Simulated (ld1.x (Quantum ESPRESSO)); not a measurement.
aluminium: excitation energies, all-electron against TM

ld1.x (Quantum ESPRESSO) 7.5 input, shortened:

```
&input
   title='Al', zed=13., rel=1, dft='REVPBE', iswitch=3,
   config='[Ne] 3s2 3p1'
 /
 &inputp
   pseudotype=2, tm=.true., lloc=-2, rcloc=2.35,
   nlcc=.false.
 /
2
3S  1  0   2.00   0.00  1.50  1.50  0.0
3P  2  1   1.00   0.00  2.80  2.80  0.0
 &test
   configts(1)='3s2 3p1'
 /
```

Energies are relative to the spin-unpolarised reference configuration 3s2 3p1; without spin polarisation the order of configurations can differ from experiment.

```csv
valence configuration,charge,ΔE all-electron (eV),error AE − PS (meV)
3s2 3p0,+1,5.748,-4.8
3s1 3p0,+2,24.899,-27
3s0 3p3,0,10.382,+39
3s1 3p2,0,5.114,+4.4
3s2 3p1.3,-0.3,-0.570,0.0
3s1 3p1,+1,11.531,+0.7
```

Problem. What are ΔE and the potential's error for 3s2 3p0.5?

Solution. ΔE = 2.079 eV all-electron; the error (AE − PS) is -0.7 meV.
